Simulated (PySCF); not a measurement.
C6H14, charge -1, doublet, at the geometry of the source list (a state made from the parent by changing its charge; the spin is typed, not shown lowest) (in this run its highest filled SCF level lies above zero, so its values depend strongly on the basis, on diffuse functions most of all), with bond 11-2 at 1.6 times its length. Base run: PySCF with SVWN5/STO-3G.

The PySCF input:
```python
from pyscf import gto, scf, dft

mol = gto.Mole()
mol.atom = '''
    C     2.833400    0.850300   -0.342400
    C     1.828800    0.001100    0.425600
    C     0.444400    0.031600   -0.217600
    C    -0.560100   -0.817000    0.558100
    C    -1.933300   -0.902400   -0.108400
    C    -2.666400    0.432100   -0.158600
    H     2.936200    0.490800   -1.364100
    H     2.509500    1.888300   -0.377900
    H     3.810900    0.813300    0.133200
    H     2.184400   -1.031300    0.468100
    H     1.711680    0.585580    2.069280
    H     0.098600    1.065800   -0.261400
    H     0.515500   -0.340400   -1.242900
    H    -0.674200   -0.409200    1.565700
    H    -0.158800   -1.829300    0.657100
    H    -1.817300   -1.290700   -1.123400
    H    -2.543100   -1.617700    0.449600
    H    -2.746700    0.860900    0.838000
    H    -3.670900    0.296200   -0.553900
    H    -2.146600    1.141200   -0.797500
'''
mol.basis = 'sto-3g'
mol.charge = -1
mol.spin = 1
mol.verbose = 4
mol.build()

mf = dft.UKS(mol)
mf.xc = 'lda,vwn'
mf.kernel()
```

Each row names what was changed in the base input (with any setting that the change needs).

| change | ΔE vs base (µEh) | SCF cycles | <S^2> | outcome |
|---|---|---|---|---|
| base | 0.0 | 11 | 0.751 | converged |
| diis_space = 2 | 0.0 | 30 | 0.751 | converged |
| level_shift = 1.0 (with mf.max_cycle = 100) | 0.0 | 96 | 0.751 | converged |
| init_guess = 1e | 0.0 | 21 | 0.751 | converged |
| level_shift = 0.5 (with mf.max_cycle = 100) | 0.0 | 52 | 0.751 | converged |
| diis_space = 12 | 0.0 | 11 | 0.751 | converged |
| init_guess = mod_huckel | 0.0 | 12 | 0.751 | converged |
| diis_space = 20 | 0.0 | 11 | 0.751 | converged |
| init_guess = atom | 0.0 | 11 | 0.751 | converged |
| diis = off (with mf.max_cycle = 100) | - | 100 | - | not converged |
| conv_tol = 1e-7 | 0.0 | 10 | 0.751 | converged |
| solver = newton; init_guess = 1e | 0.0 | - | 0.751 | converged |
| diis = off; damp = 0.3 (with mf.diis_start_cycle = 200; with mf.max_cycle = 150) | 0.0 | 35 | 0.751 | converged |

Open shells are given as the SCF converged; they aren't shown to be the lowest states, and a large step between rows can be another state.
